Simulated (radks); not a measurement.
The erbium ion Er61+, [He] 2s2 2p3. All-electron calculation, non-relativistic Kohn-Sham, PBE, spin-polarised, spherical densities, point nucleus. Program: a radial shooting solver on a logarithmic mesh with Libxc functionals. Every spin shell is full or empty, so the densities are truly spherical. Functionals are evaluated on that one density, not self-consistently. Rank these orbital-free kinetic functionals by their error against the exact value of the orbitals, and give that value: Thomas-Fermi, von Weizsacker, TF + vW, TF + vW/5, APBEK, revAPBEK, Thakkar, Pearson, LKT, PG1, Ernzerhof.

Answer. Exact: 7222.08 hartree. From best to worst, with 100 (|E| - |E exact|)/|E exact| (equal figures are ties): APBEK 0.00, Thakkar -0.23, revAPBEK +0.47, Ernzerhof +0.78, Pearson -2.52, TF + vW/5 +5.50, Thomas-Fermi -7.90, PG1 +30.01, von Weizsacker -32.97, LKT +35.86, TF + vW +59.13.
